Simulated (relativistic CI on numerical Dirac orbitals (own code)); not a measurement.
**What each ingredient does to the levels of Gd10+**

Base calculation: Dirac-Coulomb-Breit CI, separate exchange-only KLI orbitals for each configuration, a model potential for QED, unscaled Slater integrals.

CI space (outside the closed core [Kr] 4d10): 4f5 5s2 5p, 4f6 5s2, 4f7 5s, 4f5 5s2 6s, 4f5 5s2 7s. The list is cut by size and lacks configurations that can hold low levels.

Variants: (1) Breit term removed. Shifts of the energy above 4f5 5s2 5p 7I_3, in cm⁻¹, for the lowest level and the first level of each name with at least 55 % of one term (blank where a level changes its place among those of its configuration and J or its character, or is not in the variant):

```
          Level     Base     Δ(1)
4f5 5s2 5p 7I_3      0.0      0.0
4f5 5s2 5p 7I_4   2383.9   +224.2
4f5 5s2 5p 7I_5   5180.6   +472.3
4f5 5s2 5p 5G_2   8027.6    -90.2
4f5 5s2 5p 7G_1  10833.9   +145.7
4f5 5s2 5p 7G_2  11754.6   +216.8
4f5 5s2 5p 7G_3  13204.2   +351.4
4f5 5s2 5p 7G_7  17080.0  +1146.7
   4f6 5s2 7F_0  24018.7  +1942.1
   4f6 5s2 7F_1  24134.9  +2054.9
   4f6 5s2 7F_2  24526.7  +2251.7
   4f6 5s2 7F_3  25290.1  +2483.6
   4f6 5s2 7F_4  26343.5  +2705.7
   4f6 5s2 7F_5  27545.8  +2926.0
   4f6 5s2 7F_6  29136.2  +3022.9
4f5 5s2 5p 5K_5  32779.8   +378.6
4f5 5s2 5p 7D_1  40192.8   +260.3
```

At this charge transitions that keep the count of f electrons are usually good to a few per cent. Terms inside the open d or f shell come out 10 to 20 % too wide with unscaled integrals. Levels and lines within the n = 5 or 6 shells can be off by up to 10 % or somewhat more, and those that change n by about 2 %, since core polarisation is missing. Levels that differ in their count of f electrons can be misplaced by several ten thousand cm⁻¹, since the correlation energy of f electrons is missing or only estimated; rates across such gaps can be off by orders of magnitude.

Ionisation energy from one configuration of each of the two ions, the ground ones as tabulated or assumed: base 177.262 eV; Breit term removed 177.454 eV. The NIST ASD value (theoretical) is 183 ± 9 eV.

LS names give the leading component of a level, which can be under half, so a name can repeat, a term be missing and a line seem to break the LS rules.
